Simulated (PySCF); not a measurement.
## A series of related molecules

Method used: TDA BHandHLYP/def2-SVPD excited states, vertical, gas phase in PySCF 2.14.0. Geometry: GFN2-xTB.

Each molecule in one low-energy conformer.

Scalar relativity is left out, which matters for the atoms heavier than Zn.

(1) Order by vertical S1–T1 gap, lowest first.
A. CC(C)=C=C(C)F
B. C#CC(C)=C=C(C)C
C. CC(C)=C=C(C)Br

Answers

(1) C (0.74 eV), A (1.11 eV), B (1.71 eV).

All values:
```csv
molecule,change,S1 (eV),S1 from,f(S1),T1 (eV),T1 from,S1 − T1 (eV),S0–T1 spin-orbit coupling (cm⁻¹),S1–T1 spin-orbit coupling (cm⁻¹)
C#CC(C)=C=C(C)C,H replaced by ethynyl,5.44,HOMO−1→LUMO,0.000,3.73,HOMO→LUMO,1.71,0.03,3.00
CC(C)=C=C(C)Br,H replaced by Br,4.73,HOMO→LUMO,0.000,3.99,HOMO−1→LUMO,0.74,145.95,233.19
CC(C)=C=C(C)F,H replaced by F,5.45,HOMO→LUMO+1,0.001,4.35,HOMO−1→LUMO+1,1.11,1.05,5.38
```
